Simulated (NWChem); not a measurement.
System: C$_{2}$H$_{2}$ClF; SMILES F/C=C\Cl

Program: NWChem. Pople sets run with spherical d functions. Each level has its own optimisation; frequencies are unscaled. Brackets give each atom's bonded neighbours.

| level | r C–F (Å) | r C–C (Å) | r C–H [C(CFH)–H(C)] (Å) | r C–Cl (Å) | highest harmonic frequency (cm⁻¹) | lowest (cm⁻¹) | zero-point energy (kcal/mol) |
|---|---|---|---|---|---|---|---|
| B3LYP/3-21G | (withheld) | 1.319 | 1.083 | (withheld) | (withheld) | (withheld) | 22.6 |
| CAM-B3LYP/def2-SVP | 1.324 | 1.327 | 1.093 | 1.722 | 3260 | 199 | 22.7 |
| BLYP/def2-SVP | 1.344 | 1.345 | 1.102 | 1.746 | 3144 | 186 | 21.5 |
| B3LYP/6-31G* | 1.337 | 1.329 | 1.086 | 1.736 | 3263 | 198 | 22.5 |

Problem. What belongs in the gaps?

Solution. 
- B3LYP/3-21G, r C–F (Å): 1.364
- B3LYP/3-21G, r C–Cl (Å): 1.816
- B3LYP/3-21G, highest harmonic frequency (cm⁻¹): 3307
- B3LYP/3-21G, lowest (cm⁻¹): 191
